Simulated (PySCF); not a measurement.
How methods differ on the excitation energy of Cd

Cd [Kr] 4d10 5s2 (1S) → Cd [Kr] 4d10 5s1 5p1 (3P), as a difference of total energies. Computed with PySCF 2.14 in def2-TZVPPD with the def2 core potential (28 electrons) (6s4p3d2f1g, 56 functions), with a scalar-relativistic core potential. Correlated levels: valence and next inner shell: nothing frozen outside the core potential. The calculations carry no spin-orbit coupling.

| method | excitation energy (eV) |
| --- | --- |
| UHF | 2.570 |
| MP2 (valence and next inner shell) | 3.918 |
| SCS-MP2 (valence and next inner shell) | 3.933 |
| CCSD (valence and next inner shell) | 3.761 |
| CCSD(T) (valence and next inner shell) | 3.871 |

Question: How much does correlation contribute at CCSD(T) (valence and next inner shell)?

Answer: 3.871 − (2.570) = 1.301 eV, measured against UHF.

Errors of the correlated levels include the incompleteness of this basis.

For comparison: 3.874 eV (measured; NIST levels, between the centres of gravity of the two terms).
